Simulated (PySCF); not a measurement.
C3H5BF2O, SMILES CB(O)/C(F)=C\F. Atoms are numbered in the order given.

```xyz
12

C     -1.8116    -0.8893     0.0000
B     -0.2404    -0.9631     0.0000
O      0.4490    -2.1287     0.0000
C      0.6636     0.3212     0.0000
F      1.9944     0.1343     0.0000
C      0.2617     1.6001     0.0000
F     -1.0221     1.9365     0.0000
H     -2.2925    -1.8803     0.0000
H     -2.1753    -0.3294     0.8768
H     -2.1753    -0.3294    -0.8768
H     -0.1268    -2.8998     0.0000
H      0.9468     2.4536     0.0000
```
Charge 0, spin multiplicity 1.

Coordinates come from a PBE0-D3(BJ)/def2-SVP optimisation. The structure was generated by enumeration; whether it is a known compound was not checked. The values are those of a single conformer.

Vertical ionisation energy (IE) and electron affinity (EA) in eV. Rows of orbital energies are one-electron estimates. Where ΔSCF, EOM or ADC give a negative EA the extra electron is unbound and the value depends on the basis.

```tsv
level	IE	EA
−ε(HOMO), −ε(LUMO), B3LYP/def2-TZVP (PySCF)	7.15	1.24
−ε(HOMO), −ε(LUMO), PBE/def2-TZVP (PySCF)	6.06	1.92
```
